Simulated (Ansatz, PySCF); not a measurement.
This Ansatz (an electronic-structure program) input computes a BLYP/def2-TZVPD energy:

Ansatz 0.2 input:
```yaml
crystal:
  periodic: [false, false, false]
  atoms:
    - {symbol: Ge, position_ang: [-0.00111275, 0.00073862, 0.04560348]}
    - {symbol: H, position_ang: [0.02372375, -1.36442459, -0.70760372]}
    - {symbol: H, position_ang: [0.01188437, 1.34078877, -0.75170776]}
basis:
  gaussian:
    orbitals: def2-TZVPD
hamiltonian:
  xc: {name: BLYP}
total_charge: 1
magnetization: {spin_polarized: true, initial_magnetization: 1}
output: {forces: true}
```

Q: Write an input for the same energy in PySCF and say what it gives.

A: 
```python
from pyscf import gto, scf, dft

mol = gto.M(
    atom='''
    Ge   -0.00111275    0.00073862    0.04560348
    H     0.02372375   -1.36442459   -0.70760372
    H     0.01188437    1.34078877   -0.75170776
    ''',
    basis='def2-tzvpd',
    charge=1,
    spin=1,
    verbose=4,
)

mf = dft.UKS(mol, xc='blyp').density_fit(auxbasis='def2-universal-jkfit')
mf.grids.level = 3
mf.conv_tol = 1e-9
mf.max_cycle = 100
mf.max_memory = 1500
mf.kernel()
if not mf.converged:
    mf = mf.newton()
    mf.kernel(mf.make_rdm1())
for _ in range(2):
    mo, _, stable, _ = mf.stability(return_status=True)
    if stable:
        break
    mf.kernel(mf.make_rdm1(mo, mf.mo_occ))
mf.analyze()
```
It gives -2077.87359 Eh, and Ansatz -2077.87356 Eh, a difference of 0.03 mEh, from the treatment of integrals and grids.
